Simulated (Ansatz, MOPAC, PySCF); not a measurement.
Dimer: CH5N (SMILES CN) (first 7 atoms) with CH6Si (SMILES C[SiH3]); geometry from B3LYP-D3(BJ)/def2-TZVP, rigid monomers moved along the line of their centres of mass till H6···Si9 is 3.70 Å.
(charge 0, multiplicity 1):
```xyz
15

C     -0.97873     0.27069     0.08909
N      0.42797     0.15753     0.47035
H     -1.23483    -0.54925    -0.58362
H     -1.12707     1.20074    -0.46169
H     -1.68814     0.25599     0.92702
H      0.59615    -0.70616     0.97162
H      0.69621     0.91703     1.08416
C      1.53387    -0.20589     4.69838
Si    -0.32730    -0.07855     4.49834
H      1.80684    -1.14372     5.18568
H      1.91366     0.61393     5.31087
H      2.04241    -0.16813     3.73361
H     -0.84649    -1.19590     3.67310
H     -0.70089     1.19723     3.84122
H     -0.99115    -0.13127     5.82365
```

Interaction energies are E(AB) − E(A) − E(B) at the monomers' geometry in the complex; basis-set methods are counterpoise corrected. Rows marked so take none.

Rows in 6-31G* carry no dispersion term and start afresh at each structure (6-31G* with six Cartesian d functions). The state that PM3 reach isn't checked.

The values were computed with Ansatz (an electronic-structure program) with Gaussian orbitals; MOPAC for PM3 (differences of heats of formation); PySCF for 6-31G* rows, the dispersion terms. Each number belongs to the level named beside it.

Task: One of these levels gives -1.34 kcal/mol for the interaction energy. Name it.
A) PM3
B) M06-2X/6-31G* (no counterpoise)
C) r2SCAN-D3(BJ)/def2-TZVPPD
D) HF/6-31G*

Result: C, r2SCAN-D3(BJ)/def2-TZVPPD. The others give -0.53 (PM3), 0.35 (HF/6-31G*), -1.90 (M06-2X/6-31G* (no counterpoise))
